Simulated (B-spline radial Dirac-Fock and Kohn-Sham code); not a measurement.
**X-ray form factors of rhenium in several charge states**

These are calculated numbers from a radial atomic solver; the model is configuration-average Dirac-Fock orbitals.

Configurations: Re¹⁰⁺ [Kr] 4d10 4f14 5s2 5p3; Re¹¹⁺ [Kr] 4d10 4f14 5s2 5p2; Re¹³⁺ [Kr] 4d10 4f14 5s2; Re¹⁴⁺ [Kr] 4d10 4f13 5s2. The first column is f₀ of Re¹⁰⁺, the others are differences from it.

```
s (Å⁻¹)   Re¹⁰⁺  Δ Re¹¹⁺  Δ Re¹³⁺  Δ Re¹⁴⁺
      0  65.000   -1.000   -3.000   -4.000
   0.05  64.689   -0.972   -2.919   -3.906
    0.1  63.775   -0.891   -2.688   -3.637
   0.15  62.316   -0.767   -2.334   -3.222
    0.2  60.398   -0.617   -1.898   -2.708
   0.25  58.125   -0.456   -1.428   -2.147
    0.3  55.608   -0.300   -0.968   -1.590
   0.35  52.950   -0.164   -0.555   -1.079
    0.4  50.242   -0.053   -0.214   -0.644
   0.45  47.556   +0.028   +0.042   -0.300
    0.5  44.947   +0.079   +0.213   -0.051
    0.6  40.082   +0.111   +0.338   +0.200
    0.7  35.775   +0.086   +0.276   +0.224
    0.8  32.029   +0.043   +0.147   +0.147
    0.9  28.804   +0.005   +0.027   +0.056
      1  26.051   -0.018   -0.050   -0.010
    1.1  23.725   -0.027   -0.084   -0.041
    1.2  21.780   -0.026   -0.085   -0.046
    1.4  18.835   -0.014   -0.047   -0.022
    1.6  16.799   -0.003   -0.010   +0.004
```
